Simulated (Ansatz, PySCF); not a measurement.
CCl2F, SMILES F[C](Cl)Cl, multiplicity 2. Atoms are numbered in the order given.

```xyz
4

F     -0.0811    -1.6045     0.0000
C      0.3229    -0.3436     0.0000
Cl    -0.0409     0.4918     1.4773
Cl    -0.0409     0.4918    -1.4773
```
Charge 0, spin multiplicity 2.

The structure is a stationary point at TPSSh-D3(BJ)/def2-SVP. The isomer is the one that the SMILES or the coordinates give; other isomers of the formula were not compared.

Two levels are set side by side: PBE-D3(BJ)/def2-SVP (Ansatz, a quantum-chemistry and plane-wave program) and TPSSh-D3(BJ)/def2-SVP (PySCF). Each level has its own optimised geometry; the coordinates shown are those of the second. Frequencies come from the Hessian of PySCF at each geometry. Differences are taken from unrounded values.

```csv
quantity,TPSSh-D3(BJ)
mean bond length (Å),1.598
bond F1–C2 (Å),1.324
bond C2–Cl3 (Å),1.736
bond C2–Cl4 (Å),1.736
highest harmonic wavenumber (cm⁻¹),1201
mean harmonic wavenumber (cm⁻¹),636
zero-point energy (kcal/mol),5.45
```

Q: What does PBE-D3(BJ) give, and how far is it from TPSSh-D3(BJ)? (An estimate is asked for; the answer gives what the named calculation found.)

A: 
```csv
quantity,PBE-D3(BJ),PBE-D3(BJ) minus TPSSh-D3(BJ)
mean bond length (Å),1.603,0.005
bond F1–C2 (Å),1.330,0.006
bond C2–Cl3 (Å),1.740,0.004
bond C2–Cl4 (Å),1.740,0.004
highest harmonic wavenumber (cm⁻¹),1173,-29
mean harmonic wavenumber (cm⁻¹),623,-13
zero-point energy (kcal/mol),5.35,-0.11
```
